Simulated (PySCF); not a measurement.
Dipole response of C⁺ (carbon, charge +1)

[He] 2s2 2p1, 2P determinant. Computed with PySCF 2.14 in aug-cc-pwCVTZ, with no relativity, point nucleus. Coupled (time-dependent) response in atomic units; α is the mean over directions.

```csv
method,mean α (bohr³),"α xx, yy, zz",C₆ (like pair),S(−4)
UHF,6.309,"6.383, 6.161, 6.383",14.99,40.28
PBE,6.101,"6.138, 6.028, 6.138",14.68,28.41
PBE0,6.080,"6.134, 5.972, 6.134",14.58,28.82
PBEsol,6.123,"6.157, 6.054, 6.157",14.80,28.21
PW91,6.105,"6.147, 6.020, 6.147",14.66,28.79
```

S(−4) is the Cauchy moment in α(ω) = α(0) + S(−4) ω² + …

α(iu) at PW91:

```csv
u (hartree),α(iu) (bohr³)
0,6.105
0.0500,6.034
0.100,5.835
0.200,5.188
0.300,4.430
0.500,3.127
0.750,2.082
1.00,1.465
1.50,0.8304
2.00,0.5333
3.00,0.2743
5.00,0.1140
```

A single London oscillator, α(iu) = α/(1 + u²/ω²), gives C₆ = (3/4) ω α². Matching the computed C₆ needs ω = 4 × 14.66 / (3 × 6.105²) = 0.524 hartree.

For an ion, C₆ is the dispersion term alone; charge-induced terms of lower order in 1/R come first.

The components differ because the open shell of this determinant is not spherical; for a pure term their mean is the scalar polarisability.
